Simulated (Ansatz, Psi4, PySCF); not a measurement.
C₄H₁₀FGaO, singlet, geometry from GFN2-xTB (such geometries of metal compounds can be far from the true shape), atoms displaced at random by about 0.08 Å a coordinate. Base run: B3LYP/STO-3G, gradient (PySCF).

PySCF was given this input:
```python
from pyscf import gto, scf, dft

mol = gto.Mole()
mol.atom = '''
    Ga    0.092904   -0.255670    0.135809
    F    -0.718566   -0.747994    1.558196
    C     2.115990   -1.031156   -0.529599
    C     2.245408   -2.321555    0.337766
    H     2.735780   -0.200429   -0.541939
    H     1.768421   -1.303926   -1.596187
    H     1.481423   -3.130048    0.329238
    H     2.276794   -1.952230    1.424729
    H     3.375790   -2.675634   -0.034631
    O    -0.409636    1.072705   -0.919914
    C    -1.335345    2.165768   -0.887137
    C    -2.465322    1.956333    0.194391
    H    -0.961355    3.115363   -0.870074
    H    -1.916674    1.943817   -1.838273
    H    -2.107913    1.805477    1.116297
    H    -3.268080    2.580717   -0.026997
    H    -2.765768    0.733316    0.094934
'''
mol.basis = 'sto-3g'
mol.charge = 0
mol.spin = 0
mol.verbose = 4
mol.build()

mf = dft.RKS(mol)
mf.xc = 'b3lyp'
mf.kernel()
g = mf.nuc_grad_method()
grad = g.kernel()
```

Programs used: Ansatz (an electronic-structure program), Psi4, PySCF; a row that names a program was run with it.

The coordinate followed is x of atom 14.

Variants of this job, named by their change:

```
change                                                  dE/dx (Eh/bohr)  net force (Eh/bohr)
------------------------------------------------------  ---------------  -------------------
base                                                          -0.008799             0.000208
code = ansatz                                                 -0.008801             0.000000
density fitting = on; auxbasis_response = off                 -0.008770             0.002857
conv_tol = 1e-6                                               -0.008804             0.000208
grids.level = 5; grid_response = on                           -0.008801             0.000000
finite difference step (bohr) = 1e-4; conv_tol = 1e-11        -0.008808                    -
grids.level = 0; grid_response = off                          -0.008848             0.012947
code = psi4                                                   -0.008799             0.000231
finite difference step (bohr) = 1e-3; conv_tol = 1e-11        -0.008808                    -
conv_tol = 1e-4                                               -0.008802             0.000208
finite difference step (bohr) = 1e-5; conv_tol = 1e-11        -0.008808                    -
grids.level = 1; grid_response = on                           -0.008748             0.000000
```

The net force is zero for an exact gradient.
